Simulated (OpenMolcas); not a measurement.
Co7+, Rh7+, Ir7+: d2 down the group

```json
{
 "Program": "OpenMolcas 26.06",
 "Method": "SS-CASPT2, IPEA 0.25 Eh, imaginary shift 0.1 Eh",
 "Basis": "ANO-RCC-VTZP",
 "Scalar Hamiltonian": "DKH2, point nucleus",
 "Spin-orbit coupling": "state interaction with AMFI integrals over the reference wave functions, term energies averaged over their components"
}
```

Active space for each ion: 2 electrons in 5 orbitals (d); closed shells correlated by CASPT2: Co7+ 3s 3p; Rh7+ 4s 4p; Ir7+ 5s 5p.

Computed levels in cm-1 above 3F2:

```
                               Level   Co7+   Rh7+   Ir7+
                                 3F3   1382   3540  13090
                                 3F4   3080   7250  22300
                                 3P0  22910  16020  17850
                                 3P1  23420  17630  26250
                                 3P2  24620  21340  39980
                                 1G4  32870  24510  37400
                                 1S0  76930  54090  66490
weight of 3F in the lowest level (%)    100     96     86
```

Mixed levels, with the weight of the term that names them: Rh7+ 3P2 (72 %), Ir7+ 3P2 (57 %).

Measured, with the error of the calculation in %. Measured levels: Co7+ from Sugar and Corliss, J. Phys. Chem. Ref. Data 10, 1097 (1981); Ir7+ from van het Hof, Joshi, Wyart and Sugar, J. Res. Natl. Inst. Stand. Technol. 100, 687 (1995).

| Level | Co7+ | Ir7+ |
| --- | --- | --- |
| 3F3 | 1430 (-3.3) | 12672 (+3.3) |
| 3F4 | 3144 (-2.0) | 21615 (+3.2) |
| 3P0 | 22304 (+2.7) | 17254 (+3.5) |
| 3P1 | 22839 (+2.5) | 25221 (+4.1) |
| 3P2 | 24055 (+2.3) | 38878 (+2.8) |
| 1G4 | 32360 (+1.6) | 36253 (+3.2) |
| 1S0 | 74247 (+3.6) | 65022 (+2.3) |

The fine-structure level 3F4 changes by a factor of 7.24 from Co7+ to Ir7+.

Without spin-orbit coupling 3P lies 22040, 14090, 13160 cm-1 above 3F in that order; the difference to the level 3P0, of either sign, comes from spin-orbit coupling, which also lowers the zero.

CASPT2 does not keep the components of a term degenerate, so their means are used; among the terms shown or strongly mixed into the levels shown the widest spread is 760 cm-1 (3d2 3F, Co7+). Computed and measured levels are paired by configuration, term and J; levels that our copy of the source lacks, or whose pairing is in doubt (as where it misses far off the trend of its configuration), stay unpaired and out of the deviations. Only configurations of the active space appear.
